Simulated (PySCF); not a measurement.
C₆ coefficients of unlike pairs at PBE0

Calculated with PySCF 2.14 from the dipole response of each species, C₆(A,B) = (3/π) ∫ α_A(iu) α_B(iu) du, in atomic units, from isotropic polarisabilities. For ions this is the dispersion term alone; charge-induced terms of lower order in 1/R come first.

| species | configuration | basis | relativity | α (bohr³) | C₆ (like pair) |
| --- | --- | --- | --- | --- | --- |
| Zn³⁺ | [Ar] 3d9 (2D) | aug-cc-pVQZ-DK (9s8p6d4f3g2h) | spin-free X2C | 1.504 | 3.417 |
| Fe²⁺ | [Ar] 3d6 (5D) | x2c-QZVPPall with one added diffuse shell each of s, p, d, f, g type (12s8p6d5f3g) | spin-free X2C | 3.743 | 10.79 |
| Cu | [Ar] 3d10 4s1 (2S) | dyall-av2z (16s12p7d2f) | none | 47.87 | 299.9 |
| Sr²⁺ | [Kr] (1S) | def2-TZVPPD with the def2 core potential (28 electrons) (6s4p3d1f) | core potential | 5.721 | 27.55 |

(1) Estimate C₆ for Sr²⁺ with Zn³⁺.

No spin-orbit coupling is included.

The other pairs:

```
      pair     C₆
Sr²⁺, Fe²⁺  17.08
  Cu, Fe²⁺  43.86
  Sr²⁺, Cu  69.56
Fe²⁺, Zn³⁺  5.883
  Cu, Zn³⁺  20.48
```

## Answers

(1) The integral gives 9.093. The combination rule 2 C_A C_B / (C_A α_B/α_A + C_B α_A/α_B) gives 9.301 and the geometric mean 9.703.
